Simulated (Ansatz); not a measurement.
Species: C₂O₂Ru, charge 0, multiplicity 3. The spin state was set by rule; other spins were not relaxed. 
Geometry from a B3LYP-D3(BJ)/def2-TZVP (Ansatz, a first-principles code) optimisation:
SMILES: [O+]#[C-]->[Ru]<-[C-]#[O+]
```xyz
5

Ru    -0.0949    -0.4481    -0.4572
O      0.0075     2.5676    -0.5587
C     -0.0510     1.4221    -0.6364
O      0.3984    -0.6509     2.5144
C      0.2057    -0.6916     1.3818
```
Charge 0, spin multiplicity 3.

Parts of the frozen-core correlation energy in def2-SVP (Ansatz, hartree). Frozen orbitals: 8; correlated occupied orbitals by spin: 15 and 13; virtual: 64 and 66. Open shells are spin-unrestricted. No spin-orbit coupling. Past Kr the def2 sets carry scalar-relativistic core potentials.

```csv
term,value
reference (HF),-319.37509
MP2 opposite-spin,-0.57599
MP2 same-spin,[?]
CCSD correlation,[?]
(T),[?]
T1 diagnostic,0.030
largest doubles amplitude,0.041
<S^2> of the reference,2.039
```

### Question
Complete the blanks.

### Answer

- MP2 same-spin, value: -0.25751
- CCSD correlation, value: -0.81471
- (T), value: -0.04256
